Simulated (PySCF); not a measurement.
PySCF input for C3H5ClOSi, SMILES Cl[Si@@H]1C=COC1, PBE/pcSseg-1. Geometry optimised at r2SCAN-D4/def2-SVP. The structure was generated by enumeration; whether it is a known compound was not checked. Other conformers were not sampled.

```python
import numpy as np
from pyscf import gto, scf, dft
from pyscf.prop.nmr import rks as nmr

mol = gto.M(
    atom='''
    Cl   -1.94509992   -0.73994179    0.66098401
    Si   -0.36625135   -0.28016005   -0.62497755
    C     1.26599117   -0.95365141   -0.13754176
    C     2.03358046    0.09688178    0.24618362
    O     1.60662452    1.36962594    0.18887605
    C     0.27813075    1.50047694   -0.37227759
    H    -0.88674890   -0.55607586   -1.99031906
    H     1.64765036   -1.97250425   -0.05981288
    H     3.05615977    0.03911866    0.63826951
    H    -0.31712041    2.11800987    0.31822605
    H     0.37506634    2.05345159   -1.32260004
    ''',
    basis='pcSseg-1',
    charge=0,
    spin=0,
    max_memory=1600,
    verbose=3,
)
mf = dft.RKS(mol, xc='pbe')
mf.grids.level = 3
mf.conv_tol = 1e-10
mf.max_cycle = 100
mf.kernel()
n = nmr.NMR(mf)
n.verbose = 2
n.max_cycle_cphf = 60
sigma = n.kernel()
print('atom   isotropic/ppm   span/ppm')
for i, s in enumerate(sigma):
    w = np.linalg.eigvalsh((s + s.T) / 2)
    print(f'{mol.atom_symbol(i):2s}{i + 1:3d} {w.mean():14.3f} {w[2] - w[0]:11.3f}')
```

It prints:

```
converged SCF energy = -941.660975805434
atom   isotropic/ppm   span/ppm
Cl  1        881.068     145.023
Si  2        318.745      81.200
C   3         86.564     169.754
C   4          6.372     186.510
O   5        142.536     225.198
C   6        112.873      78.865
H   7         25.145       9.757
H   8         26.220       1.812
H   9         23.972       5.055
H  10         27.200       7.383
H  11         27.270       9.362
```

Self-consistency was reached.

Cost: very roughly 25 core-seconds.
